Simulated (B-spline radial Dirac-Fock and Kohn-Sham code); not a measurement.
## Lu 4p1/2: cross section and angular parameters

System: the free lutetium atom, configuration [Xe] 4f14 5d1 6s2; threshold 412.4 eV (tabulated edge). These are calculated numbers from an atomic code on a B-spline grid; the model is Dirac-Hartree-Slater photoionisation with a Latter tail; cross sections with all multipoles, angular parameters from the dipole term and its interference with E2.

For linearly polarised light dσ/dΩ = σ/(4π) [1 + β P₂(cos θ) + (δ + γ cos²θ) sin θ cos φ], with θ from the polarisation vector and φ the angle between the beam and the projection of the electron momentum on the plane normal to the polarisation.

```
hν (eV)  σ (kb)      β      γ       δ
    718    53.9  0.911  0.249   0.067
    722    53.8  0.922  0.255   0.067
   1110    38.7  1.431  0.401   0.019
   1180    36.4  1.471  0.381   0.015
   1220    35.1  1.491  0.368   0.014
 1253.6    34.1  1.506  0.356   0.012
   1400    29.9  1.558  0.301   0.008
   1740    22.5  1.629  0.178   0.002
   1840       ?      ?      ?       ?
   2070    17.5  1.664  0.088  -0.001
   2230    15.7  1.674  0.056  -0.002
   4000    5.72  1.682  0.018  -0.004
 5414.7    3.17  1.650  0.171  -0.002
   5750    2.80  1.642  0.214  -0.002
 8047.8    1.37  1.582  0.531   0.006
   8270    1.29  1.577  0.561   0.007
   9320   0.982  1.551  0.701   0.012
  12000   0.545  1.490  1.032   0.026
```

**Question.** Give the values at 1840 eV.

**Answer.** σ = 20.8 kb, β = 1.642, γ = 0.148, δ = 0.001.
